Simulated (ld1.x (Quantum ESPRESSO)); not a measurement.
## Logarithmic derivatives: chromium, PAW

| Item | Value |
| --- | --- |
| Element | chromium (Cr) |
| Generator | ld1.x (Quantum ESPRESSO) 7.5 |
| Type | PAW |
| Functional | PBE |
| Relativity | scalar-relativistic |
| Frozen core | [Ne] |
| Valence charge | 14 |
| Reference configuration | 3s2 3p6 3d5 4s0 4p0 (charge +1) |
| Partial waves | 3s (bound): rcut 1.20, rcutus 1.35 bohr; 4s (bound, empty): rcut 1.20, rcutus 1.35 bohr; 3p (bound): rcut 1.30, rcutus 1.55 bohr; 4p (bound, empty): rcut 1.30, rcutus 1.55 bohr; 3d (bound): rcut 1.80, rcutus 2.25 bohr; 3d channel at 0.3 Ry: rcut 1.80, rcutus 2.25 bohr |
| Local potential | all-electron potential smoothed inside 1.05 bohr (lloc = -2) |
| Core correction | a·sin(br)/r model core inside 1.15 bohr |
| Augmentation charge | PSQ, radius 1.30 bohr |

The phase is arctan(r·u′/u) with u = r·R(r), unwrapped; energies in Ry, scanned from -8 to 5 Ry. A pole is an energy at which the radial function vanishes at the test radius. The pseudo phase is shifted by a multiple of π to meet the all-electron one at the reference energy, and phase errors are pseudo minus all-electron; the curves can meet again beyond the range given. Levels narrower than the energy grid can be missing from the lists of poles.

| channel | radius (bohr) | reference energy (Ry) | poles, all-electron | poles, pseudo | unbroken range about the reference energy with phases within 0.05 rad | phase error 1 Ry above the reference energy (rad) |
| --- | --- | --- | --- | --- | --- | --- |
| s | 2.44 | -0.73 | -5.92, 2.21 | -5.92, 2.22 | the whole range | +0.000 |
| p | 2.44 | -0.44 | -3.80, 3.25 | -3.80, 1.73 | below 0.3 | -0.072 |
| d | 2.44 | -0.73 | -0.43, 4.86 | -0.43, 2.26 | below 1.0 | -0.000 |

The ghost test of this file was not conclusive. Its overlap operator is not positive definite in a basis up to 400 Ry (lowest eigenvalue s -0.08, p -0.41, d -0.06), so the file is unfit for use: the generalised eigenproblem breaks down once the basis is large enough, and its test numbers describe a broken file.

Phases in the s channel:

```tsv
E (Ry)	all-electron	pseudo
-8.00	1.408	1.408
-7.76	1.405	1.405
-7.52	1.401	1.401
-7.28	1.396	1.396
-7.04	1.391	1.391
-6.80	1.385	1.385
-6.56	1.377	1.377
-6.32	1.363	1.363
-6.08	1.304	1.304
-5.84	-1.701	-1.701
-5.60	-1.747	-1.747
-5.36	-1.761	-1.761
-5.12	-1.772	-1.772
-4.88	-1.781	-1.781
-4.64	-1.790	-1.790
-4.40	-1.799	-1.799
-4.16	-1.810	-1.810
-3.92	-1.821	-1.821
-3.68	-1.833	-1.833
-3.44	-1.848	-1.848
-3.20	-1.864	-1.864
-2.96	-1.884	-1.884
-2.72	-1.907	-1.907
-2.48	-1.935	-1.935
-2.24	-1.970	-1.970
-2.00	-2.015	-2.015
-1.76	-2.076	-2.076
-1.52	-2.160	-2.160
-1.28	-2.283	-2.283
-1.04	-2.475	-2.475
-0.80	-2.784	-2.784
-0.56	-3.230	-3.230
-0.32	-3.694	-3.694
-0.08	-4.029	-4.029
0.16	-4.239	-4.239
0.40	-4.373	-4.373
0.64	-4.464	-4.464
0.88	-4.529	-4.529
1.12	-4.579	-4.578
1.36	-4.618	-4.617
1.60	-4.650	-4.649
1.84	-4.677	-4.676
2.08	-4.701	-4.700
2.32	-4.722	-4.721
2.56	-4.741	-4.740
2.80	-4.760	-4.758
3.04	-4.778	-4.776
3.28	-4.795	-4.793
3.52	-4.813	-4.811
3.76	-4.832	-4.829
4.00	-4.852	-4.848
4.24	-4.874	-4.869
4.48	-4.898	-4.892
4.72	-4.927	-4.918
4.96	-4.961	-4.949
```
